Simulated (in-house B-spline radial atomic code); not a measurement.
## As XV (As14+): [Ar] 3d1

All numbers are computed (Dirac-Kohn-Sham LDA PW92, spherical fractional occupations; Fermi nucleus of rms radius 4.0968 fm) with a radial B-spline atomic code at the basis-set limit, not measured.

Effective charges: Z_r = [3n² - l(l+1)]/(2<r>) from the radius, Z_e = n√(-2ε) from the energy, and Slater's rules. Values are occupation-weighted means over j.

```csv
shell,electrons,ε (eV),<r> (bohr),Z_r,Z_e,Slater
1s,2,-12154,0.04557,32.92,29.89,32.70
2s,2,-1948,0.202,29.71,23.93,28.85
2p,6,-1767.8,0.1765,28.33,22.80,28.85
3s,2,-583.46,0.5386,25.07,19.65,21.75
3p,6,-526.28,0.5342,23.40,18.66,21.75
3d,1,-438.22,0.4972,21.12,17.03,15.00
```

The least bound orbital is 3d5/2 at -437.7 eV, while the most diffuse is 3s1/2 (<r> = 0.5386 bohr against 0.4979 bohr): energy order and size order differ.

Spin-orbit splittings of the orbital energies (j = l + 1/2 above j = l - 1/2 when positive): 2p 36.61 eV, 3p 6.903 eV, 3d 1.304 eV.

For the 1s electron the small component carries 1.42 % of the norm, the zero-frequency Breit interaction raises the level by 18 eV, self-energy by 9.283 eV, and vacuum polarisation lowers it by 0.9126 eV.
